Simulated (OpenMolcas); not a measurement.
A run on Ar IV.

| Property | Result |
| --- | --- |
| Program | OpenMolcas |
| Method | SS-RASPT2, IPEA 0.25 Eh, imaginary shift 0.1 Eh (closed shells correlated: 2s 2p 3s) |
| Basis | ANO-RCC [8s7p5d4f2g] |
| Scalar Hamiltonian | DKH2, point nucleus |
| Active space | 3 electrons in 9 orbitals (RAS2 3p; RAS3 3d 4s, at most 1 electron) |
| State averaging | 2S+1 = 4 odd, 1 root; 2S+1 = 2 odd, 8 roots; 2S+1 = 4 even, 18 roots; 2S+1 = 2 even, 54 roots |
| Spin-orbit coupling | RASSI with atomic mean-field integrals over the reference wave functions, term energies averaged over their components |

First CASPT2 step and the start of its output:

```
&CASPT2
Multistate=1 1
Frozen=1 0
IPEA=0.25
Imaginary=0.1
MaxIter=60
WThr=0.0 0.3 0.05
PrWF=0.5
NoMix
```

```
--- CASPT2 ---
Orbital specifications:
      -----------------------

      Symmetry species                           1   2
                                                ag  au
      Frozen orbitals                            1   0
      Inactive orbitals                          2   3
      Active orbitals                            6   3
      Secondary orbitals                        42  43
      Deleted orbitals                           0   0
      Number of basis functions                 51  49
Type of calculation                        SS-CASPT2
      Fock operator                              state-specific
      IPEA shift                                 0.25
      Real shift                                 0.00
      Imaginary shift                            0.10
      The input orbitals will be transformed to quasi-canonical
Reference energy:        -525.6751756483
      E2 (Non-variational):      -0.2715239864
      Shift correction:          -0.0000984604
      E2 (Variational):          -0.2716224468
      Total energy:            -525.9467980951
      Residual norm:              0.0000002664
      Reference weight:           0.96776
      Contributions to the CASPT2 correlation energy
      Active & Virtual Only:         -0.0085819010
      One Inactive Excited:          -0.1065560453
      Two Inactive Excited:          -0.1563860401
::    CASPT2 Root  1     Total energy:   -525.94679810
--- CASPT2 ---
Orbital specifications:
      -----------------------

      Symmetry species                           1   2
                                                ag  au
      Frozen orbitals                            1   0
      Inactive orbitals                          2   3
      Active orbitals                            6   3
...
```

Over all roots the printed reference weights run from 0.47 to 0.97, and roots that are degenerate in the reference spread by up to 91000 cm-1.

Did the run give usable levels, and if not, why?

No. The equations converged, but the reference weight falls to 0.47 for at least one root against 0.97 for the best. A drop of that size marks an intruder state, so the energies of such roots and the levels built on them can't be trusted.
